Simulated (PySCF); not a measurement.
Compound: CH10ClNP2Si3.
SMILES: `N[Si@]1(C[SiH3])P[Si@H](Cl)P1`

Jobs on this species (18 atoms, 112 electrons) with PySCF (density fitting). Hardware of each: Arm Neoverse N1, one thread (shared host). The host was shared with other jobs, so the times are rough. Peak memory is the resident size of the whole Python process, interpreter and libraries included.

| level and settings | work | basis functions | SCF cycles | wall time | peak memory |
| --- | --- | --- | --- | --- | --- |
| PBE0/pcSseg-1, IEF-PCM benzene | shieldings, ring-centre shieldings, charges and field gradients | 228 | ? | ? | ? |
| BHandHLYP/aug-pcX-1 (pcseg-1 on H, def2-SVPD on Si, def2-SVPD on Cl, def2-SVPD on P) | K-edge TDA, 16 lines | 263 | ? | ? | ? |
| PBE0/pcSseg-1, IEF-PCM chloroform | shieldings, ring-centre shieldings | 228 | 13 | 91 s | 1.1 GiB |
| B3LYP/def2-SVPD, IEF-PCM chloroform | 6 singlets by full TDDFT, polarisability | 267 | 13 | 2.0 min | 1.2 GiB |
| PBE0-D3(BJ)/def2-SVP, grid level 1 | geometry optimisation from a GFN2-xTB start shaken at random | 186 | 105 | 10 min | 0.95 GiB |
| B3LYP/def2-SVPD | 6 singlets by full TDDFT, polarisability, dynamic polarisability | 267 | 13 | 2.5 min | 1.1 GiB |
| B3LYP/def2-SVPD, IEF-PCM benzene | 6 singlets by full TDDFT, polarisability | 267 | 13 | 2.0 min | 1.2 GiB |

Q: Fill in the missing figures.

A: 
- PBE0/pcSseg-1, IEF-PCM benzene; shieldings, ring-centre shieldings, charges and field gradients: 97 s, 1.2 GiB, 13 SCF cycles
- BHandHLYP/aug-pcX-1 (pcseg-1 on H, def2-SVPD on Si, def2-SVPD on Cl, def2-SVPD on P); K-edge TDA, 16 lines: 70 s, 1.1 GiB, 12 SCF cycles

Q: What do all jobs in the table cost together?

A: About 21 min; the longest takes about 48 % of that, and about 8.6 times as long as the shortest.
